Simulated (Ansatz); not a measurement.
Ideal-gas functions of C2H2Se, SMILES `C1=C[Se]1` at 800 K and 1 bar, from an Ansatz frequency run at PBE0-D4/def2-TZVP.

Molar mass 105.0 g/mol, point group C2v (symmetry number 2), electronic degeneracy 1, moments of inertia 14.702, 72.436, 87.138 u Å². Harmonic wavenumbers (cm⁻¹, unscaled): 480, 560, 611, 781, 872, 912, 1753, 3292, 3346.

Use S(trans) = R[1.5 ln M + 2.5 ln T − 1.1517]; rotational temperatures θ = 24.2544 K / I; S(rot) = R[ln(√π/σ · √(T³/θAθBθC)) + 1.5]; for each mode x = 1.438777 ν̃/T, S = R[x/(eˣ − 1) − ln(1 − e⁻ˣ)] and H = RT x/(eˣ − 1); 1 cm⁻¹ = 0.0119627 kJ/mol; R = 8.31446 J/(mol·K).

Problem. By hand: the entropy, in J/(mol·K).

Solution. Translation 187.4. Rotation: θ = 1.6497, 0.3348, 0.2783 K, giving 102.6. Vibration, mode by mode: 9.79, 8.60, 7.94, 6.14, 5.38, 5.07, 1.53, 0.15, 0.14, in all 44.7. Electronic 0.0. Sum 334.7 J/(mol·K).

Problem. By hand: H − E and G − E in kJ/mol, counted from the electronic energy.

Solution. Zero-point energy ½ × 12607 × 0.0119627 = 75.4; thermal vibration 21.2; translation, rotation and pV give 4 RT = 26.6. H − E = 123.2 kJ/mol, and G − E = 123.2 − 800 × 334.7/1000 = -144.6 kJ/mol.

Vibration gives 13 % of the entropy.
